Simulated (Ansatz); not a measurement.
**What each rung costs, and what it gives**

The pair of Ag⁺ (SMILES [Ag+], atom 1) and CH₄S (SMILES CS, atoms 2–7), both closed shells, in one local arrangement (a lower one may exist), relaxed at PBE0-D4/def2-TZVP:

Ag1  (-0.271, -0.193, -2.687)
C2  (0.450, 0.271, 0.650)
S3  (-1.017, 0.116, -0.405)
H4  (0.112, 0.223, 1.684)
H5  (0.869, 1.256, 0.453)
H6  (1.182, -0.504, 0.443)
H7  (-1.324, -1.168, -0.137)
(Å)

Interaction energies are counterpoise-corrected; the time is that of the whole pair.

Program: Ansatz 0.2.0. Basis: as named in each row. Cores are frozen in the correlated methods. Filled d shells of the heavier atoms are correlated. Core potentials replace the inner electrons of the atoms past krypton. B3LYP uses VWN-RPA correlation. Extrapolation: Hartree–Fock as exp(−7.88 √X), correlation as X^−2.97.

Times are rough, for one single point on 4 threads of a shared host (Arm Neoverse V1).

The estimate by CCSD(T) at an estimated basis limit (MP2 extrapolated from triple and quadruple zeta, plus CCSD(T) − MP2 in triple zeta) is -1.893 eV.

```csv
method,basis,time (s),interaction energy (eV),method less estimate
SPW92,def2-SVP,under 1,-2.730,-0.837
PBE0-D4,def2-SVP,under 1,-1.937,-0.044
PBE-D4,def2-SVP,under 1,-2.211,-0.318
revPBE-D4,def2-TZVPPD,2,-2.119,-0.225
PBE-D4,def2-TZVPPD,3,-2.289,-0.395
CCSD(T),def2-SVP,3,-1.486,0.407
HSE06-D4,def2-TZVPPD,3,-2.021,-0.127
wB97M-V,def2-SVP,3,-1.763,0.131
BLYP-D4,def2-TZVPPD,4,-2.236,-0.343
PBE0-D4,def2-TZVPPD,5,-2.020,-0.126
B3LYP-D4,def2-TZVPPD,5,-2.043,-0.150
r2SCAN-D4,def2-TZVPPD,6,-2.216,-0.322
B2PLYP,def2-TZVPPD,8,-1.870,0.023
wB97X-V,def2-TZVPPD,9,-1.841,0.052
B97M-V,def2-TZVPPD,10,-2.032,-0.138
wB97M-V,def2-TZVPPD,13,-1.831,0.063
MP2,def2-QZVPPD,20,-1.943,-0.049
CCSD(T),def2-TZVPPD,130,-1.684,0.209
```

The T1 diagnostic stays at or below 0.014.
